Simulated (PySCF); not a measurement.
This PySCF input asks for the NMR shieldings of SMILES C=C(C)[Si@H](C)[SiH2]CCl, C5H13ClSi2; the geometry comes from GFN2-xTB.

```python
import basis_set_exchange as bse
import numpy as np
from pyscf import gto, dft
from pyscf.prop import nmr

atoms = """
C    -1.716028    0.258396   -1.896015
C    -1.705521    0.014156   -0.593024
C    -2.977253    0.006624    0.199317
Si   -0.107485   -0.348120    0.369513
C     0.049539    0.939975    1.771791
Si    1.748258   -0.274317   -1.026283
C     3.315551   -0.015990    0.049610
Cl    3.316465   -1.204070    1.383508
H    -0.811673    0.262158   -2.482988
H    -2.628989    0.463833   -2.436544
H    -3.843136    0.204764   -0.429737
H    -3.108583   -0.960107    0.683104
H    -2.935976    0.761831    0.982516
H    -0.299602   -1.666353    1.011821
H    -0.775723    0.874431    2.475527
H     0.965803    0.786953    2.334628
H     0.067304    1.953867    1.378692
H     2.001355   -1.505293   -1.784171
H     1.840526    0.821950   -2.005513
H     3.355129    0.967021    0.512929
H     4.241118   -0.170063   -0.499152
"""
names = dict.fromkeys(["C", "Si", "Cl", "H"], "pcSseg-1")
basis = {el: gto.basis.parse(bse.get_basis(n, elements=[el], fmt="nwchem")) for el, n in names.items()}
mol = gto.M(atom=atoms, basis=basis, charge=0, verbose=0)
mf = dft.RKS(mol, xc="PBE0")
mf.grids.level = 2
mf.grids.alignment = dft.numint.BLKSIZE   # the property module wants whole blocks of grid points
mf.conv_tol = 1e-9
mf.kernel()

calc = nmr.RKS(mf)   # GIAO
C = mf.mo_coeff
Co = C[:, mf.mo_occ > 0]
resp = mf.gen_response(singlet=True, hermi=2)
def vind(x):   # induced exchange potential for any number of trial vectors
    d = np.einsum("pi,xij,qj->xpq", C, 2 * x.reshape(-1, C.shape[1], Co.shape[1]), Co, optimize=True)
    return np.einsum("xpq,pi,qj->xij", resp(d - d.transpose(0, 2, 1)), C, Co, optimize=True).ravel()
mo1, _ = nmr.rhf.solve_mo1(calc, with_cphf=vind)
sigma = calc.kernel(mo1)
for i, s in enumerate(sigma):   # ppm
    print("%2d %-2s %9.2f" % (i, mol.atom_pure_symbol(i), np.trace(s) / 3))
```

Q: What are the results?

A: 
```
 0 C      51.98
 1 C      32.27
 2 C     158.99
 3 Si    388.09
 4 C     192.64
 5 Si    420.27
 6 C     156.90
 7 Cl    906.75
 8 H      26.30
 9 H      25.78
10 H      29.73
11 H      29.65
12 H      29.56
13 H      26.93
14 H      31.03
15 H      31.20
16 H      31.68
17 H      27.64
18 H      27.53
19 H      28.69
20 H      28.41
```

These numbers come from an equivalent density-fitted implementation of the same equations, which agrees with the script to about 0.01 ppm for H and up to a few tenths of a ppm for heavy atoms, so last digits may differ.

Q: Turn these shieldings into chemical shifts. Scale: TMS for ¹³C (σref 186.93), ²⁹Si (σref 349.16), ¹H (σref 31.72); HCl for ³⁵Cl (σref 949.78) (reference shieldings calculated alike).

A: Averaging equivalent atoms: C 1: 154.7; C 0: 134.9; C 6: 30.0; C 2: 27.9; C 4: -5.7; Si 3: -38.9; Si 5: -71.1; Cl 7: 43; H 9: 5.94; H 8: 5.42; H 13: 4.79; H 18: 4.18; H 17: 4.08; H 20: 3.31; H 19: 3.03; H 10/11/12: 2.07; H 14/15/16: 0.41 ppm. 

Size and cost of the density-fitted run: 222 basis functions, 110 s wall time on 1 thread of an AMD EPYC, shared host; peak memory 1.1 GiB.
